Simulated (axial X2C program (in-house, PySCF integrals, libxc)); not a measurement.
**Spin–orbit effects down a group: molecules with Mo (ions), CCSD(T)**

Calculated with an axial X2C code built on PySCF integrals, spin-free (one-electron X2C) or two-component (2c: spin–orbit coupling with atomic mean-field Coulomb and Gaunt terms, which also bring small scalar terms), in Dyall basis sets with cores contracted in-house; open shells are unrestricted.

Basis sets: H dyall-v3z, Li dyall-cv3z, Mo dyall-cv3z, Na dyall-cv3z. Frozen shells (counts by l): MoH⁺ Mo 3s2p1d, H none, 14 electrons correlated; LiMo⁺ Mo 3s2p1d, Li 1s, 14 electrons correlated; NaMo⁺ Mo 4s3p1d, Na 2s1p, 6 electrons correlated. Coupled cluster in natural virtuals with an MP2 remainder. Where the outer core of a metal is frozen, bonds come out longer and ionisation energies lower. Frozen cores can differ along the series, which adds to the trend.

```json
{"molecule": "MoH⁺", "spin-free state": "M_S = 2, Λ = 0", "Re (Å)": "1.667", "ωe (cm⁻¹)": "1963.8", "De (eV)": "1.85", "2c state": "Ω = 2", "Re 2c (Å)": "1.667", "ωe 2c (cm⁻¹)": "1963.3", "De 2c (eV)": "1.85"}
{"molecule": "LiMo⁺", "spin-free state": "M_S = 3, Λ = 0", "Re (Å)": "2.956", "ωe (cm⁻¹)": "232.2", "De (eV)": "0.82", "2c state": "Ω = 3", "Re 2c (Å)": "2.956", "ωe 2c (cm⁻¹)": "232.0", "De 2c (eV)": "0.81"}
{"molecule": "NaMo⁺", "spin-free state": "M_S = 3, Λ = 0", "Re (Å)": "3.338", "ωe (cm⁻¹)": "114.7", "De (eV)": "0.57", "2c state": "Ω = 3", "Re 2c (Å)": "3.339", "ωe 2c (cm⁻¹)": "114.7", "De 2c (eV)": "0.57"}
```

Problem. Work out the shifts from the spin-free to the two-component result.

Solution. 

```tsv
molecule	2c state	ΔRe (Å)	Δωe (cm⁻¹)	ΔDe (eV)
MoH⁺	Ω = 2	0.000	-0.5	0.00
LiMo⁺	Ω = 3	0.000	noise	-0.01
NaMo⁺	Ω = 3	0.001	0.0	0.00
```

Shifts of one unit in the last digit are rounding. Where the truncated virtual spaces of the two runs make Δωe unreliable it is marked noise.

Fragments in 2c: Mo+ + H, Mo + Li+, Mo + Na+. Each entry is the lowest single determinant of a limited PBE0 search at one distance. De goes to single-determinant-based atoms at the same level (for ions the charge split of lowest energy) and is withheld (n/a) where an atom does not fit its ground term or J level. Main or longest-lived isotopes. One determinant is a doubtful description, or other states lie close, for MoH⁺, LiMo⁺, NaMo⁺; these need not be ground states, and all values refer to the states named. Some open-shell Ω = 0 determinants are out of reach, so the Ω given for MoH⁺, LiMo⁺, NaMo⁺ need not be the lowest component. With several unpaired electrons the Ω given is that of one determinant, not necessarily of the lowest component.
